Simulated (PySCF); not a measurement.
C₄H₅FSi, SMILES C#C/C(F)=C/[SiH3].

Geometry: PBE-D3(BJ)/def2-SVP. The structure was generated by enumeration; whether it is a known compound was not checked.

All values below come from PBE-D3(BJ)/def2-SVP run with PySCF.

Frequencies are harmonic and unscaled.

Task: Estimate the vibrational spectrum. (The exact figures need the calculation; the answer reports its results.)

Result: 
```tsv
mode	ν (cm⁻¹)	IR (km/mol)	moving atoms (share of kinetic energy)
1	67	0.1	H 92 %
2	112	0.4	C 64 %, H 24 %, Si 12 %
3	117	1.0	C 42 %, F 22 %, Si 19 %, H 17 %
4	189	2.0	F 37 %, C 31 %, Si 21 %, H 11 %
5	323	1.0	C 79 %, H 16 %
6	422	0.5	C 56 %, Si 23 %, F 13 %, H 8 %
7	537	25.8	C 53 %, H 25 %, F 17 %
8	603	24.6	H 54 %, C 26 %, F 12 %, Si 9 %
9	612	19.0	H 48 %, C 46 %
10	631	15.9	H 79 %, C 20 %
11	660	24.2	C 50 %, H 43 %
12	680	30.2	H 77 %, C 23 %
13	775	19.5	C 56 %, H 25 %, Si 13 %
14	779	37.4	H 73 %, C 26 %
15	868	16.6	C 48 %, F 31 %, H 20 %
16	890	299.0	H 86 %, Si 10 %
17	908	40.1	H 97 %
18	914	31.7	H 95 %
19	1087	41.3	H 55 %, C 41 %
20	1253	92.3	C 68 %, H 22 %, F 10 %
21	1623	148.4	C 98 %
22	2153	10.9	C 91 %, H 9 %
23	2165	72.6	H 98 %
24	2168	93.9	H 96 %
25	2182	103.5	H 96 %
26	3134	3.5	H 92 %, C 8 %
27	3404	96.3	H 86 %, C 14 %
```
